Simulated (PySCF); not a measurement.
Deuteron quadrupole couplings in `[SiH3]CS[SiH2]O[SiH3]`

CH10OSSi3.
SMILES with atom numbers: `[SiH3:1][CH2:2][S:3][SiH2:4][O:5][SiH3:6]` (hydrogens: H7, H8, H9 on Si1; H10, H11 on C2; H12, H13 on Si4; H14, H15, H16 on Si6)

Geometry (GFN2-xTB, Å), atoms numbered from 1 in this order:
```xyz
16
CH10OSSi3 angstrom
Si     2.2264    0.1648   -1.0592
C      1.2961   -1.0908    0.0241
S      1.1896   -0.5724    1.7800
Si    -0.3384    0.9192    1.7388
O     -1.4258    0.5398    0.6074
Si    -2.6707   -0.1499   -0.1725
H      3.5588    0.3756   -0.4974
H      2.3037   -0.4096   -2.4050
H      1.4783    1.4221   -1.0901
H      1.8077   -2.0507    0.0528
H      0.2799   -1.2608   -0.3236
H     -0.9480    0.8730    3.0552
H      0.1818    2.2103    1.3132
H     -2.2097   -1.4350   -0.6999
H     -3.7483   -0.3285    0.7950
H     -2.9889    0.8019   -1.2312
```

Level: PBE0/pcSseg-1 (PySCF, non-relativistic); Q(2H) = 0.00286 b; rigid geometry, the same for H and D, with no vibrational averaging.

What are Vzz, η and χzz (234.96 MHz × Q × Vzz) at all hydrogens?

```
atom  bonded to  bond length (Å)  Vzz (au)     η  χzz (kHz)
  H7        Si1            1.461    0.1640  0.01        110
  H8        Si1            1.465    0.1613  0.01        108
  H9        Si1            1.463    0.1619  0.03        109
 H10         C2            1.088    0.3148  0.05        212
 H11         C2            1.087    0.3149  0.05        212
 H12        Si4            1.451    0.1672  0.03        112
 H13        Si4            1.456    0.1643  0.01        110
 H14        Si6            1.464    0.1584  0.04        106
 H15        Si6            1.459    0.1620  0.03        109
 H16        Si6            1.459    0.1625  0.02        109
```

Average by the element that carries the hydrogen.

on Si: 109 kHz over 8 positions, mean bond length 1.460 Å; on C: 212 kHz over 2 positions, mean bond length 1.088 Å.

How does χzz go with the bond length over the 8 Si–H bonds?

A straight-line fit has a slope of -3.1 kHz for each 0.01 Å, with a correlation coefficient of -0.84, over lengths from 1.451 to 1.465 Å. The longer bonds have the smaller couplings here.

A static deuteron (I = 1) shows a doublet split by (3/2)χ, (3/4)χ(1 + η) and (3/4)χ(1 − η) with the field along z, y and x of the gradient. What are these for H13?

With |χ| = 110.4 kHz and η = 0.011: 166, 84 and 82 kHz, to first order and without motion.

The structure is a single GFN2-xTB conformer in the gas phase; no vibrational or solvent corrections. GFN2-xTB frequencies show an imaginary mode (60i cm⁻¹), so this geometry is no minimum at that level. GFN2-xTB bond lengths can be off by several hundredths of an ångström, more for odd bonds, and the gradients follow them. A larger basis could move these couplings by a tenth or more.
